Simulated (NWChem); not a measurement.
## A calculation on GeI

```
Ge
I 1 2.5334
```
Charge 0, spin multiplicity 2.

Everything below was run with NWChem. Structure: optimised with UPBE0/def2-SVP with def2 effective core potentials on I, a minimum by its harmonic frequencies.

Effective core potentials replace the inner electrons of I; spin-orbit coupling is left out. The correlated methods keep 13 core orbitals frozen. This spin state was chosen for the runs; another may lie lower. The structure started from a generated list of species. The unpaired electrons of the parent sit in orbitals of symmetry b2 (C2v labels of the run); other states weren't searched. The stability of the SCF solutions was not checked.

Worked example. A B2PLYP run in def2-SVP ends its self-consistent part (53 % exact exchange, 47 % B88, 73 % LYP) at -2373.68671 Ha, and second-order perturbation theory on those orbitals gives -0.37452 Ha unscaled.

The perturbative term enters with the weight 0.27: -2373.68671 + 0.27·(-0.37452) = -2373.78783 Ha is the total energy.
